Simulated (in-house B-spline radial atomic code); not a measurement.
# Ionising Ne5+ with different functionals

Computed with a radial B-spline atomic code at the basis-set limit: non-relativistic Hamiltonian, point nucleus, spin-polarised at highest spin, spherical fractional occupations for the functionals, and exact exchange of hybrids averaged over the configuration. The ionisation energy is the difference of two self-consistent energies, [He] 2s2 2p1 → [He] 2s2, without Breit or QED terms; ε is the level of the shell that loses the electron (its least bound occupied spin orbital).

```
   method                    rung  ΔSCF (eV)  -ε(2p) (eV)
     PBE0           global hybrid     158.28       146.59
    B3LYP           global hybrid     158.66       146.10
    TPSSh           global hybrid     157.96       144.09
   M06-2X           global hybrid     159.00       151.32
BHandHLYP           global hybrid          ?            ?
  r2SCAN0           global hybrid     157.84       146.66
    B97-1           global hybrid          ?            ?
    HSE06  range-separated hybrid     158.34       146.23
    wB97X  range-separated hybrid     157.91       148.64
CAM-B3LYP  range-separated hybrid     158.57       148.10
  LC-wPBE  range-separated hybrid     158.35       148.36
```

Question: What does BHandHLYP give?

Answer: ΔSCF 158.66 eV, and -ε(2p) = 151.02 eV.

Question: What does B97-1 give?

Answer: ΔSCF 158.17 eV, and -ε(2p) = 145.86 eV.

Question: Among the functionals, which spreads more, the ΔSCF values or the orbital energies?

Answer: The orbital energies: ΔSCF values span about 1.16 eV and the orbital energies 7.24 eV; here energy differences depend much less on the functional than eigenvalues do.

Question: How do they compare with the NIST value?

Answer: NIST lists 157.93 eV ± 0.005 (measured, ground level to ground level). Errors run from -0.10 to +1.06 eV; wB97X is closest (-0.03 eV), though others lie within the uncertainty of it, and part of that can be cancellation, since the calculations leave out relativity, Breit-QED terms, multiplet and fine-structure energies.
